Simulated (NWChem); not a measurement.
System: CH3ClGeO2; SMILES [Cl][GeH]1[O]C[O]1

NWChem printed, in part:

```
             Northwest Computational Chemistry Package (NWChem) 7.3.0
             --------------------------------------------------------

 C1  symmetry detected

                             Geometry "geometry" -> ""
                             -------------------------

 Output coordinates in angstroms (scale by  1.889725989 to convert to a.u.)

  No.       Tag          Charge          X              Y              Z
 ---- ---------------- ---------- -------------- -------------- --------------
    1 Cl                  17.0000    -0.45984007    -1.91547075    -0.00148427
    2 Ge                  32.0000     0.49086141    -0.06414175     0.00157329
    3 O                    8.0000    -0.24440145     1.14666600    -1.11081166
    4 C                    6.0000    -0.66574481     1.90840964    -0.00214321
    5 O                    8.0000    -0.25153362     1.14659069     1.10927125
    6 H                    1.0000     2.00684067    -0.10486394     0.00630575
    7 H                    1.0000    -0.18318403     2.89096674    -0.00058464
    8 H                    1.0000    -1.75199121     2.03292461    -0.00565125

 Effective nuclear repulsion energy (a.u.)     490.4274777327

                                Z-matrix (autoz)
                                --------

 Units are Angstrom for bonds and degrees for angles

[...]

      ----------------------
      Optimization converged
      ----------------------

  Step       Energy      Delta E   Gmax     Grms     Xrms     Xmax
  ---- ---------------- -------- -------- -------- -------- --------
@   10   -2726.35080872 -8.3D-07  0.00022  0.00005  0.00076  0.00162
                                     ok       ok       ok       ok

                                Z-matrix (autoz)
                                --------

 Units are Angstrom for bonds and degrees for angles

[...]

 Rotational Constants
 --------------------
 A=   0.203580 cm-1  (  0.292900 K)
 B=   0.060617 cm-1  (  0.087212 K)
 C=   0.060542 cm-1  (  0.087104 K)

 Temperature                      =   298.15K
 frequency scaling parameter      =   1.0000

 Zero-Point correction to Energy  =   27.301 kcal/mol  (  0.043506 au)
 Thermal correction to Energy     =   30.974 kcal/mol  (  0.049360 au)
 Thermal correction to Enthalpy   =   31.566 kcal/mol  (  0.050304 au)

 Total Entropy                    =   79.172 cal/mol-K
   - Translational                =   41.023 cal/mol-K (mol. weight = 155.9040)
   - Rotational                   =   27.158 cal/mol-K (symmetry #  =        1)
   - Vibrational                  =   10.991 cal/mol-K

 Cv (constant volume heat capacity) =   19.374 cal/mol-K
   - Translational                  =    2.979 cal/mol-K
   - Rotational                     =    2.979 cal/mol-K
   - Vibrational                    =   13.415 cal/mol-K

[normal modes left out]

 ----------------------------------------------------------------------------
 Normal Eigenvalue ||           Projected Infra Red Intensities
  Mode   [cm**-1]  || [atomic units] [(debye/angs)**2] [(KM/mol)] [arbitrary]
 ------ ---------- || -------------- ----------------- ---------- -----------
    1       -0.000 ||    0.000152           0.004         0.148       0.047
    2       -0.000 ||    0.000103           0.002         0.101       0.032
    3       -0.000 ||    0.000502           0.012         0.490       0.155
    4       -0.000 ||    0.000063           0.001         0.062       0.020
    5       -0.000 ||    0.000007           0.000         0.007       0.002
    6        0.000 ||    0.000290           0.007         0.283       0.089
    7      123.542 ||    0.000597           0.014         0.582       0.184
    8      135.350 ||    0.001275           0.029         1.243       0.392
    9      251.553 ||    0.019816           0.457        19.317       6.098
   10      409.759 ||    0.054893           1.266        53.512      16.894
   11      521.585 ||    0.081180           1.873        79.138      24.984
   12      553.288 ||    0.012793           0.295        12.472       3.937
   13      605.164 ||    0.021565           0.498        21.022       6.637
   14      711.005 ||    0.082772           1.910        80.690      25.474
   15      815.703 ||    0.013918           0.321        13.568       4.283
   16      945.017 ||    0.102174           2.357        99.604      31.445
   17     1033.680 ||    0.133615           3.083       130.254      41.121
   18     1098.085 ||    0.002556           0.059         2.492       0.787
   19     1103.506 ||    0.000000           0.000         0.000       0.000
   20     1311.523 ||    0.003271           0.075         3.189       1.007
   21     1473.413 ||    0.012863           0.297        12.539       3.959
   22     2109.066 ||    0.079020           1.823        77.033      24.319
   23     2925.574 ||    0.111102           2.563       108.308      34.193
   24     2979.430 ||    0.045302           1.045        44.163      13.942
 ----------------------------------------------------------------------------
```

Level: PBE-D3(BJ)/def2-SVP. 

Q: Which NWChem input produces such a log?

A: This is not unique; one that fits is the input that was run:
```
start job
memory heap 200 mb stack 900 mb global 1100 mb
geometry units angstroms
  Cl     1.717115    -0.612318     0.617259
  Ge     0.079064     0.450017    -0.103501
  O     -0.917792    -0.451622    -1.302414
  C     -1.979514    -0.507179    -0.376893
  O     -1.459587     0.120957     0.773021
  H      0.337046     1.906502    -0.438121
  H     -2.852057     0.035447    -0.754400
  H     -2.255760    -1.543262    -0.163193
end
basis spherical
  * library def2-svp
end
dft
  xc xpbe96 cpbe96
  disp vdw 4
  iterations 150
end
driver
  maxiter 120
end
task dft optimize
task dft freq
```
